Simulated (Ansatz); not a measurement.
`C[SiH](N)N` → C• + 8 H• + 2 N• + Si•  (atomization)

Computed with Ansatz on PBE0-D4/def2-TZVP structures; ΔE is electronic, products minus reactants. CBS: MP2 limit from def2 TZ/QZ plus the TZ coupled-cluster correction, frozen cores. This one scheme is used for every species, atoms too. Functionals use def2-TZVPP. No spin–orbit coupling; open shells (•) take unrestricted orbitals. Spin–orbit coupling would lower the free atoms: a little for C, Si. One conformer a species, not always the lowest.

`C[SiH](N)N`:

Cartesian coordinates in Å:
```
C 1.253 -0.693 -0.668
Si -0.132 0.429 -0.109
N -0.143 0.904 1.537
N -1.583 -0.448 -0.380
H 1.248 -1.634 -0.111
H 2.221 -0.211 -0.512
H 1.170 -0.929 -1.733
H 0.004 1.727 -0.839
H -0.220 0.232 2.283
H 0.318 1.747 1.833
H -1.661 -1.084 -1.155
H -2.474 -0.040 -0.146
```

| level | ΔE (kJ/mol) | difference from CCSD(T)/CBS |
| --- | --- | --- |
| BLYP-D4 | 4281.4 | -4.2 |
| B97M-V | 4281.3 | -4.3 |
| r2SCAN0-D4 | 4209.4 | -76.2 |
| BHLYP-D4 | 4189.0 | -96.6 |
| ωB97M-V | 4300.6 | 15.0 |
| BLYP | 4234.3 | -51.3 |
| PBE0 | 4243.5 | -42.1 |
| r2SCANh | 4233.2 | -52.4 |
| BHLYP | 4163.9 | -121.7 |
| LC-ωPBE | 4254.1 | -31.5 |
| MP2/def2-SVP | 3971.3 | -314.3 |
| CCSD/def2-SVP | 3927.4 | -358.2 |
| MP2/def2-TZVPP | 4183.5 | -102.1 |
| CCSD(T)/def2-TZVPP | 4157.7 | -127.9 |
| MP2/def2-QZVPP | 4260.2 | -25.4 |
| SCS-MP2/def2-QZVPP | 4299.4 | 13.8 |
| CCSD(T)/CBS | 4285.6 | 0 |

(1) What do rigid-rotor, harmonic-oscillator terms from PBE0-D4/def2-TZVP frequencies (298.15 K, 1 bar) make of the CCSD(T)/CBS value? (An estimate is asked.)

Largest T1 diagnostic among the species: 0.012.

Results:

(1) Computed: ΔZPE = -256.8 kJ/mol, ΔH = +4081.6 kJ/mol, ΔS = 1218 J/(mol·K), ΔG = +3718.3 kJ/mol. Open shells count their whole term as degenerate.

The D4 term adds +34.2 kJ/mol with B3LYP and +17.9 kJ/mol with PBE0; it sums over pairs of atoms, weighted by their polarisabilities, and B3LYP, whose exchange is more repulsive, gets the larger term. At CCSD(T), def2-SVP lies −325.3 kJ/mol from the extrapolated value and def2-TZVPP −127.9 kJ/mol: correlation converges slowly with the basis, and small sets miss more of it in the bonded molecule than in its fragments. In def2-TZVPP, CCSD(T) changes the Hartree–Fock value by +1092.5 kJ/mol (the triples alone add +51.2 kJ/mol) and MP2 by +1118.3 kJ/mol; breaking electron pairs costs correlation energy, which Hartree–Fock lacks.

B3LYP here is the variant with VWN-RPA as its local correlation; programs differ in this.

For atomizations the MP2-based limit and the directly extrapolated one differ by several kJ/mol either way, and by 10 to 25 for some Ge, Se and Sn compounds, so smaller differences from it don't rank the levels.
